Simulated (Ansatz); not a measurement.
Ansatz (a program for electronic structure) input:

Ansatz 0.2 input:
```yaml
crystal:
  periodic: [false, false, false]
  atoms:
    - {symbol: C, position_ang: [-2.41097748, -0.21871438, 0.33130064]}
    - {symbol: C, position_ang: [-1.26478740, 0.07249376, 0.05907360]}
    - {symbol: C, position_ang: [0.09260608, 0.02743107, -0.04238372]}
    - {symbol: C, position_ang: [1.29449779, 0.01830242, -0.14864816]}
    - {symbol: H, position_ang: [2.33692782, 0.04852551, -0.26347917]}
basis:
  gaussian:
    orbitals: def2-TZVP
hamiltonian:
  xc: b3lyp
  dispersion: d3bj
magnetization: {spin_polarized: true, initial_magnetization: 1}
relax: {f_tol: 0.002, max_steps: 150}
```

### Question
Which total energy does the run end on?

### Answer
-152.83841 Eh (B3LYP-D3(BJ)/def2-TZVP). The basis has 130 functions.

It need not be the lowest isomer of its formula.
